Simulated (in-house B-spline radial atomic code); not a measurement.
**Response and correlation of the lead ion Pb²⁺**

Closed shell [Xe] 4f14 5d10 6s2. Computed with a B-spline radial code for spherical atoms: Dirac-Hartree-Fock, relativistic RPA (time-dependent Dirac-Hartree-Fock) for the response and second-order many-body perturbation theory for correlation, no-pair Dirac-Coulomb Hamiltonian, finite nucleus, speed of light scaled by 100 (non-relativistic limit).

Command:
```bash
python run_mb.py task.json out
```
Settings (nuclear radius in fm, box in bohr, cutoff in hartree):
```
basis_form          2
Z                   82
core_configuration  [Xe] 4f14 5d10 6s2
rms_radius          5.5012
mass_number         208
speed_of_light      13703.59991
box_radius          18.686
lmax                7
intervals           63
virtual_cutoff      168100.0
```

Cost of the run: 16 s on 1 thread of Intel(R) Xeon(R) 6975P-C (shared host).

| multipole (bohr³, bohr⁵, bohr⁷) | uncoupled | coupled RPA |
| --- | --- | --- |
| dipole | 22.763 | ? |
| quadrupole | 74.411 | 98.923 |
| octupole | 682.6 | 888.81 |

Q: What is the coupled dipole polarisability?

A: 24.606 atomic units, +8 % against the uncoupled value.

Q: Which subshells carry the dipole polarisability?

A: 6s1/2 99.1 %, 5d5/2 0.7 %, 5d3/2 0.5 %.

Q: What does the dipole shielding factor come to?

A: The dipole shielding factor is 0.975, against the exact N/Z = 80/82 = 0.976 of the non-relativistic theorem.

Dipole polarisability at imaginary frequency:

```json
{"u (Eh)": "0", "α(iu) (bohr³)": "24.61"}
{"u (Eh)": "0.26", "α(iu) (bohr³)": "14.94"}
{"u (Eh)": "0.779", "α(iu) (bohr³)": "5.584"}
{"u (Eh)": "1.56", "α(iu) (bohr³)": "2.85"}
{"u (Eh)": "2.6", "α(iu) (bohr³)": "1.606"}
{"u (Eh)": "5.2", "α(iu) (bohr³)": "0.6214"}
{"u (Eh)": "10.4", "α(iu) (bohr³)": "0.2183"}
{"u (Eh)": "26", "α(iu) (bohr³)": "0.05366"}
```

Q: What dispersion coefficients follow for two such ions (the dispersion part alone)?

A: C6 = (3/π)∫α(iu)²du = 170.1 hartree·bohr⁶ and C8 = 4273 hartree·bohr⁸.

Lowest J = 1 odd-parity excitations:

```csv
energy (eV),oscillator strength,leading channel,weight
3.9593,1.7e-10,6s1/2 → p1/2,0.667
7.5942,1.6,6s1/2 → p3/2,0.652
16.431,6.7e-10,6s1/2 → p1/2,0.667
16.747,0.0189,6s1/2 → p3/2,0.665
20.431,4.23e-10,6s1/2 → p1/2,0.666
20.55,0.0196,6s1/2 → p3/2,0.666
23.068,3.72e-10,6s1/2 → p1/2,0.665
23.176,0.0289,6s1/2 → p3/2,0.665
```

For an outer ns² shell RPA puts the lowest triplet far too low, and second order misses the ns²-np² near-degeneracy.

Second-order correlation energy by the highest angular momentum of the excited pair (hartree): s -0.02344, p -0.2656, d -0.7951, f -1.811, g -1.45, h -0.5335, i -0.2474, k -0.125.

Q: What is the second-order correlation energy at the partial-wave limit?

A: The listed waves sum to -5.2518 hartree; extrapolating the increments as (l + 1/2)⁻⁴ gives -5.5074 hartree, -1.87 eV per electron.
